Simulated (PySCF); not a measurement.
Cl₃Se, charge +1. Atoms are numbered in the order given.

```xyz
4

Se     0.0000     0.0000     0.5723
Cl     1.6255    -0.9385    -0.3815
Cl    -1.6255    -0.9385    -0.3815
Cl     0.0000     1.8770    -0.3815
```
Charge +1, spin multiplicity 1.

The structure is a stationary point at ωB97X-D3(BJ)/def2-SVP. The spin state was assumed, not searched. The isomer is the one that the SMILES or the coordinates give; other isomers of the formula were not compared.

Calculation: PBE/def2-TZVPD (PySCF).

Mulliken values depend strongly on the basis, most of all with diffuse functions as here. Atomic charges (e):

```
atom  Mulliken  meta-Löwdin
----  --------  -----------
Se1       0.84         1.01
Cl2       0.05         0.00
Cl3       0.05         0.00
Cl4       0.05         0.00
```
